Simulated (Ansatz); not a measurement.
Cost and result for the atomization energy of C2H8BNSi (`C=C[SiH2]BN`) (13 atoms, 12 bonds).

```xyz
13

C    -0.5607    2.3012    1.2802
C    -0.1349    1.5998    0.2332
Si    0.6966   -0.0677    0.3644
B    -0.3998   -1.5316   -0.4941
N     0.1101   -2.2676   -1.5525
H    -1.0621    3.2592    1.1707
H    -0.4241    1.9463    2.2980
H    -0.3052    2.0157   -0.7596
H     0.9175   -0.3412    1.8154
H     2.0427    0.0094   -0.2894
H    -1.5089   -1.7961   -0.1203
H     1.0299   -2.1222   -1.9356
H    -0.4009   -3.0053   -2.0104
```

The species carries charge 0 and has multiplicity 1. The structure was optimised at the PBE0-D4/def2-TZVP level. It is one conformer, not always the lowest. Program: Ansatz. All runs use 4 threads of an Arm Neoverse V2 on a shared host. Times are those of one run each, without the atoms' runs, and a repeat can differ threefold. Electronic energies, without spin–orbit coupling; frozen cores. CCSD(T)/CBS adds CCSD(T) − MP2 in def2-TZVPP to the MP2 limit, and its time is that of the two runs behind it. T1 = 0.013. B3LYP takes the VWN-RPA correlation (the form of Gaussian; ORCA's B3LYP/G).

CCSD(T)/CBS is a level of theory with its own doubt, some kJ/mol a heavy atom from the limit and from the frozen cores, so smaller differences don't rank the functionals.

| level | functions | wall time |
| --- | --- | --- |
| PBE-D4/def2-TZVPP (with forces) | 278 | 2.2 s |
| PBE0-D4/def2-TZVPP | 278 | 2.4 s |
| r2SCAN-D4/def2-TZVPP (with forces) | 278 | 3.8 s |
| B3LYP-D4/def2-TZVPP (with forces) | 278 | 3.9 s |
| B2PLYP/def2-TZVPP | 278 | 4.6 s |
| ωB97X-V/def2-TZVPP | 278 | 7 s |
| ωB97M-V/def2-TZVPP (with forces) | 278 | 9.5 s |
| MP2/def2-QZVPP | 538 | 21 s |
| CCSD(T)/def2-TZVPP | 278 | 2.3 min |
| CCSD(T)/CBS(def2) | – | 2.7 min |

Question: What atomization energy does each give, and how far from CCSD(T)/CBS? (An estimate is asked.)

Answer: The calculation gave: 
```json
{"level": "PBE-D4/def2-TZVPP (with forces)", "atomization (kJ/mol)": "4926.9", "difference from CCSD(T)/CBS": "93.5", "per bond": "7.8"}
{"level": "PBE0-D4/def2-TZVPP", "atomization (kJ/mol)": "4859.0", "difference from CCSD(T)/CBS": "25.6", "per bond": "2.1"}
{"level": "r2SCAN-D4/def2-TZVPP (with forces)", "atomization (kJ/mol)": "4851.8", "difference from CCSD(T)/CBS": "18.4", "per bond": "1.5"}
{"level": "B3LYP-D4/def2-TZVPP (with forces)", "atomization (kJ/mol)": "4868.1", "difference from CCSD(T)/CBS": "34.7", "per bond": "2.9"}
{"level": "B2PLYP/def2-TZVPP", "atomization (kJ/mol)": "4805.0", "difference from CCSD(T)/CBS": "-28.4", "per bond": "-2.4"}
{"level": "ωB97X-V/def2-TZVPP", "atomization (kJ/mol)": "4859.9", "difference from CCSD(T)/CBS": "26.5", "per bond": "2.2"}
{"level": "ωB97M-V/def2-TZVPP (with forces)", "atomization (kJ/mol)": "4862.5", "difference from CCSD(T)/CBS": "29.1", "per bond": "2.4"}
{"level": "MP2/def2-QZVPP", "atomization (kJ/mol)": "4826.9", "difference from CCSD(T)/CBS": "-6.5", "per bond": "-0.5"}
{"level": "CCSD(T)/def2-TZVPP", "atomization (kJ/mol)": "4715.2", "difference from CCSD(T)/CBS": "-118.2", "per bond": "-9.8"}
{"level": "CCSD(T)/CBS(def2)", "atomization (kJ/mol)": "4833.4", "difference from CCSD(T)/CBS": "0.0", "per bond": "0.0"}
```

From PBE to PBE0 (25 % exact exchange), in def2-TZVPP and without D4, the atomization energy moves by −64.2 kJ/mol: exact exchange takes away binding that semilocal exchange gives to molecules. In def2-TZVPP, CCSD(T) changes the Hartree–Fock value by +1103.8 kJ/mol (the triples alone add +63.9 kJ/mol) and MP2 by +1145.5 kJ/mol; breaking electron pairs costs correlation energy, which Hartree–Fock lacks. The D4 term adds +38.9 kJ/mol with B3LYP and +20.5 kJ/mol with PBE0; it sums over pairs of atoms, weighted by their polarisabilities, and B3LYP, whose exchange is more repulsive, gets the larger term.
